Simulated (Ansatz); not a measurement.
System: sum formula AlN₂H₄F, charge 0, multiplicity 1. 
Geometry from a B3LYP-D3(BJ)/def2-TZVP (Ansatz, a quantum-chemistry and plane-wave program) optimisation:
SMILES: [NH2][Al]([NH2])[F]
```xyz
8

N     -1.4664    -0.8877     0.3481
Al     0.0003     0.0264     0.0062
N      1.4466    -0.6761    -0.7139
F      0.0207     1.6396     0.3835
H     -1.6014    -1.8685     0.1655
H     -2.2946    -0.4889     0.7597
H      1.5571    -1.6390    -0.9860
H      2.2865    -0.1562    -0.9106
```
Charge 0, spin multiplicity 1.

Computed values are from Ansatz. Correlated levels leave the core frozen unless marked. UHF or UKS for open shells. Spin-orbit coupling is left out. Non-relativistic. CBS(X,Y): correlation extrapolated as X^-3; Hartree-Fock from the larger set. [CCSD(T)-MP2]/basis is that difference in the basis named.

**Question.** What is the total energy at CCSD(T)/CBS(aug-cc-pV(T+d)Z,aug-cc-pV(Q+d)Z)?

**Answer.** -453.7767 Eh.

**Question.** What is the atomisation energy De at CCSD(T)/CBS(aug-cc-pV(T+d)Z,aug-cc-pV(Q+d)Z)?

**Answer.** 700.8 kcal/mol.

**Question.** What is the T1 diagnostic at CCSD/aug-cc-pV(Q+d)Z?

**Answer.** 0.010.

**Question.** What is the dipole moment at CCSD(T)/aug-cc-pV(D+d)Z?

**Answer.** 2.34 D.

**Question.** What is the vertical triplet-singlet gap at RI-MP2/CBS(aug-cc-pV(T+d)Z,aug-cc-pV(Q+d)Z)+[CCSD(T)-MP2]/aug-cc-pV(T+d)Z?

**Answer.** 5.63 eV.
